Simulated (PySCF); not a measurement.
**Trend along the chalcogens: MLi molecules**

r²SCAN with double-zeta basis sets in PySCF, for the lowest determinant that a PBE0 search found; no spin–orbit coupling. De refers to high-spin ground-configuration atoms. A positive dipole means M(−)Li(+).

```tsv
M	basis	state (unpaired electrons)	Re (Å)	ωe (cm⁻¹)	De (eV)	μ (D)
O	def2-SVP	doublet (π ↑)	1.678	845	3.51	5.93
S	aug-cc-pVDZ/aug-cc-pV(D+d)Z	doublet (π ↑)	2.190	558	3.21	7.16
Se	def2-SVP	doublet (π ↑)	2.284	511	2.98	6.97
Te	def2-SVP	doublet (π ↑)	2.496	452	2.63	7.19
```

The shortest bond is that of LiO (1.678 Å), the longest that of LiTe (2.496 Å).

The rows differ in basis set, which adds steps of its own.

Relativity is treated differently too: O no relativity; S no relativity; Se no relativity; Te scalar-relativistic core potentials.

Down a group bonds as a rule get longer and wavenumbers fall, partly through the reduced mass; this series shows no clear exception.

Spin–orbit coupling is left out, which matters for elements this heavy, above all for dissociation energies. States were picked by a PBE0 search and need not be the measured ground states.
